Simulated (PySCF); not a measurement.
Species: C₆H₁₃BNP.
InChI=1S/C6H13BNP/c1-9(2,7-5-8)6-3-4-6/h6H,3-4,7H2,1-2H3

Torsions of this conformer, `[CH3:1][P+:2]([CH3:3])([BH2-:4][C:5]#[N:6])[CH:7]1[CH2:8][CH2:9]1`: C1–P2–B4–C5 56°, C1–P2–C7–C8 -45°.

The closed-shell ground state was solved at several levels (PySCF, density fitting, gas phase, non-relativistic). The structure is a single PBE0-D3(BJ)/def2-SVP conformer in the gas phase; no vibrational or solvent corrections.

| level | basis functions | total energy (Eh) | HOMO (eV) | LUMO (eV) | gap (eV) | dipole (D) |
| --- | --- | --- | --- | --- | --- | --- |
| PBE0/def2-SVPD | 288 | -656.5829 | -7.84 | 0.11 | 7.95 | 7.70 |
| PBE0/pcSseg-1 | 225 | -656.8435 | -7.83 | 0.59 | 8.42 | 7.70 |

(1) Estimate the row for KT3/pcSseg-1, a basis of 225 functions; the other rows only guide the guess.

(2) Over all these levels, which gives the widest orbital gap and which the narrowest?

(3) How far do the dipole and the HOMO energy spread over the levels?

## Answers

(1) Total energy -665.0811 Eh, HOMO -6.60 eV, LUMO -0.37 eV, gap 6.23 eV, dipole 7.50 D.

(2) PBE0/pcSseg-1 (global hybrid, 25 % exact exchange) has the widest, 8.42 eV, and KT3/pcSseg-1 (GGA) the narrowest, 6.23 eV. The two share the basis. From the narrowest to the widest the HOMO moves by -1.23 eV and the LUMO by +0.96 eV.

(3) The dipole runs from 7.50 to 7.70 D (mean 7.63 D) and the HOMO from -7.84 to -6.60 eV.
